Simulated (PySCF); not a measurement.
# Exercise with solution: oscillator strength and radiative lifetime

Be(Et)(GeH3) (C2H8BeGe), SMILES C[CH2][Be][GeH3].

The structure is a stationary point at PBE0-D3(BJ)/def2-SVP. The structure was generated by enumeration; whether it is a known compound was not checked. Other conformers were not sampled.

TDDFT-PBE/def2-SVPD in PySCF puts the first singlet state with f over 0.02 at 5.83 eV (vertical), with the transition dipole (0.022, -0.033, -0.685) in atomic units.

Question: Find the oscillator strength, the wavelength and the radiative lifetime that this transition would have in vacuum if emission retraced absorption.

Answer: 
|μ|² = 0.4708 au, so |μ| = 1.74 D. ΔE = 5.83/27.211 = 0.2142 hartree. f = (2/3) ΔE |μ|² = 0.067 (the program prints 0.067).
λ = 1239.84/5.83 = 213 nm; ν = 47022 cm⁻¹.
Einstein's coefficient A = 0.6670 ν² f s⁻¹ (ν in cm⁻¹) = 9.9e7 s⁻¹, so τ = 1/A = 10 ns. This state is S3; the lower singlets have f = 0.001, 0.002. The figure is the radiative limit of this one transition; relaxation, internal conversion, crossing to triplets and a medium change what is measured.
